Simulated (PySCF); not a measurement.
## Structure from NMR data

Molecular formula: C$_{9}$H$_{9}$NSi. Simulated spectra:

¹H NMR (600 MHz, computed): δ 8.91 (d, 2H), 7.74 (d, 1H), 7.47 (m, 1H), 7.32 (d, 2H), 6.44 (m, 1H), 4.89 (m, 2H).

¹³C{¹H} NMR (computed): δ 157.3, 156.5 (2C), 151.5, 150.7, 150.5, 136.8, 125.6 (2C).

PySCF calculation with structure optimised with GFN2-xTB and shieldings: GIAO PBE0/pcSseg-1; a single conformation, isolated molecule, one averaged value for each set of equivalent atoms, relativity neglected.

Chemical shifts δ = σref − σ; TMS for ¹H, ¹³C, all at this level.

**Question.** Propose a structure and justify it.

**Answer.** 
1. The formula gives 7 degrees of unsaturation (2 rings in the answer).
2. 7 carbon signals for 9 carbons: some carbons are equivalent by symmetry or fast rotation.
3. Carbon types of the structure: 2 × C, 7 × CH, leaving 2 H on heteroatoms.
4. δC 157.3, 150.7, 136.8: alkene CH; the olefinic region.
5. δC 156.5: aromatic CH next to a ring nitrogen; the adjacent pyridine-type nitrogen withdraws density from it.
6. δC 151.5: fully substituted alkene carbon; as expected for a trigonal carbon in a double bond.
7. δC 150.5: substituted aromatic carbon.
8. δC 125.6: aromatic CH.
9. δH 8.91: hydrogen on an aromatic CH next to a ring nitrogen; ring current plus the neighbouring ring nitrogen.
10. δH 7.32: hydrogen on an aromatic CH; aromatic region.

The compound is SMILES C1=C[SiH2]C(c2ccncc2)=C1.

The data come from this structure; uniqueness wasn't tested.

Shifts are as computed. Against solution values, carbons near 30 ppm lie about +3 ppm off and those near 130 ppm about +5 ppm. Of 1211 compounds with measured shifts, 218 miss one by over three times the rms of a fit or turn the order of signals round; such compounds aren't used in these exercises. Multiplicities follow the n + 1 count of equivalent neighbours, as no J values were calculated; m marks all less simple cases, F and P coupling included.
